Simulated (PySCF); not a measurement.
Mean polarisability (bohr³) of eight silicon and germanium compounds: PBE beside PBE0, computed with PySCF for isolated molecules in the bases named; differences from unrounded values. The eight are the first of their class met in an unordered collection, after screening for sound electronic states; none was chosen by its value. Each molecule has one DFT geometry for both levels.

```json
[
 {"molecule": "Si(H)(SiH3) (H4Si2), SMILES [SiH][SiH3] (connectivity only; charge and spin as stated), neutral, multiplicity 1", "basis": "def2-TZVPD", "PBE0": "67.9", "PBE": "70.3", "difference": "2.4"},
 {"molecule": "Si(H)(F)(Et)(OH) (C₂H₇FOSi), SMILES CC[SiH](O)F", "basis": "def2-TZVP", "PBE0": "51.9", "PBE": "54.2", "difference": "2.2"},
 {"molecule": "C₂H₈O₂Si, SMILES CO[SiH](C)O", "basis": "def2-TZVP", "PBE0": "56.2", "PBE": "58.8", "difference": "2.6"},
 {"molecule": "2,2-dichloroethyl(fluoro)silane (C2H5Cl2FSi), SMILES F[SiH2]CC(Cl)Cl", "basis": "def2-TZVP", "PBE0": "72.2", "PBE": "75.0", "difference": "2.8"},
 {"molecule": "siletan-1-amine (C3H9NSi), SMILES C1[SiH](N)CC1", "basis": "def2-TZVP", "PBE0": "66.9", "PBE": "69.4", "difference": "2.5"},
 {"molecule": "CH8N2O2Si, SMILES CN[Si](N)(O)O", "basis": "def2-TZVP", "PBE0": "57.3", "PBE": "60.4", "difference": "3.1"},
 {"molecule": "C4H7NSi, SMILES CC1=CN=C[SiH2]1", "basis": "def2-TZVP", "PBE0": "78.0", "PBE": "81.1", "difference": "3.0"},
 {"molecule": "C2H8FNOSi, SMILES C[Si@@](N)(O)CF", "basis": "def2-TZVP", "PBE0": "59.6", "PBE": "62.5", "difference": "2.9"}
]
```

PBE lies below PBE0 in 0 and above it in 8 of the eight; the mean signed difference is 2.7 and the largest 3.1 bohr³.
